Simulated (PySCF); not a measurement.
C5H4Cl3N.
SMILES: `N#C[C@@H]1C[C@]1(Cl)C(Cl)Cl`

A linear-response calculation (PySCF, def2-SVPD basis, gas phase, vertical, core orbitals frozen in the response) gave these numbers; the functional is withheld.

Orbital energies (eV): HOMO-3 -8.99, HOMO-2 -8.90, HOMO-1 -8.83, HOMO -8.55, LUMO -1.16, LUMO+1 -0.65, LUMO+2 -0.28.

```
state  E (eV)       f  main configurations (H = HOMO, L = LUMO)
   S1    6.32  0.0048                                 H→L (95%)
   S2    6.62  0.0071                  H-1→L (79%), H-3→L (10%)
   S3    6.64  0.0010                               H-2→L (86%)
   S4    6.75  0.0088                  H-3→L (75%), H-1→L (10%)
   S5    6.97  0.0064                               H-4→L (81%)
   S6    7.02   0.055                               H→L+1 (80%)
```

Triplets (Tamm–Dancoff): T1 5.76 eV, H→L (60%), H→L+1 (16%); T2 6.02 eV, H-1→L (26%), H→L (19%), H→L+1 (10%); T3 6.10 eV, H-1→L (34%), H-1→L+1 (14%), H-3→L (13%); T4 6.15 eV, H-2→L (68%), H-2→L+1 (8%).

Vertical ionisation energy by ΔSCF with the same functional: 10.49 eV. Mean static polarisability: 101.4 au.

Question: Which of these was used?
A. PBE
B. HF
C. wB97X-D
D. B3LYP

Answer: D. B3LYP is a global hybrid with 20% exact exchange. In this run −ε(HOMO) = 8.55 eV differs from the ΔSCF value by -1.94 eV, and S1 differs from the orbital gap of 7.39 eV by -1.07 eV. The ratio −ε(HOMO)/IP is 0.82. Usual ranges for neutral molecules in this basis: 0.67 to 0.83 with B3LYP, 0.5 to 0.7 with PBE, 0.89 to 0.99 with wB97X-D; Hartree–Fock can't fall below 1, since the ion's relaxation only lowers the ΔSCF value.

Computed, not measured: TDDFT B3LYP/def2-SVPD, vertical, gas phase, core orbitals frozen in the response in PySCF 2.14.0, density-fitted response routines. The structure is a single PBE0-D3(BJ)/def2-SVP conformer in the gas phase; no vibrational or solvent corrections.

Shape of the structure used: `[N:1]#[C:2][C@@H:3]1[CH2:4][C@:5]1([Cl:6])[CH:7]([Cl:8])[Cl:9]`: C4–C5–C7–Cl8 -154°.
